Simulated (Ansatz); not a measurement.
Reaction (redistribution): `C[B]([GeH3])[SeH]` + `[CH3][SnH2][AlH2]` → `C[B]([AlH2])[GeH3]` + `[CH3][SnH2][SeH]`

Computed with Ansatz on PBE0-D4/def2-TZVP structures; ΔE is electronic, products minus reactants. CCSD(T)/CBS is the MP2 limit (def2-TZVPP, def2-QZVPP) plus CCSD(T) − MP2 in def2-TZVPP, frozen cores. Functionals use def2-TZVPP. B3LYP here is the variant with VWN-RPA as its local correlation; programs differ in this. Elements past krypton have def2 core potentials. For Ge, Se, Sn outer-core shells are correlated without core-valence functions, which leaves a few kJ/mol of doubt a bond. Scalar relativity is left out up to krypton. One conformer a species, not always the lowest.

| level | ΔE (kJ/mol) | difference from CCSD(T)/CBS |
| --- | --- | --- |
| PBE-D4 | 82.1 | 2.3 |
| r2SCAN-D4 | 80.5 | 0.7 |
| PBE0-D4 | 80.6 | 0.8 |
| B3LYP-D4 | 76.3 | -3.5 |
| ωB97X-V | 75.3 | -4.5 |
| ωB97M-V | 77.3 | -2.5 |
| B2PLYP | 80.9 | 1.1 |
| PBE | 81.5 | 1.7 |
| r2SCAN | 80.5 | 0.7 |
| PBE0 | 80.2 | 0.4 |
| B3LYP | 75.3 | -4.5 |
| HF/def2-TZVPP | 64.0 | -15.8 |
| MP2/def2-TZVPP | 91.5 | 11.7 |
| SCS-MP2/def2-TZVPP | 85.5 | 5.7 |
| CCSD/def2-TZVPP | 82.9 | 3.1 |
| CCSD(T)/def2-TZVPP | 86.0 | 6.2 |
| HF/def2-QZVPP | 61.9 | -17.9 |
| MP2/def2-QZVPP | 87.3 | 7.5 |
| SCS-MP2/def2-QZVPP | 81.5 | 1.7 |
| HF/CBS(def2) | 61.6 | -18.2 |
| MP2/CBS(def2) | 85.4 | 5.6 |
| CCSD/CBS(def2) | 76.8 | -3.0 |
| CCSD(T)/CBS | 79.8 | 0 |

Largest T1 diagnostic among the species: 0.012.

In def2-TZVPP, CCSD(T) changes the Hartree–Fock value by +22.0 kJ/mol (the triples alone add +3.1 kJ/mol) and MP2 by +27.5 kJ/mol.
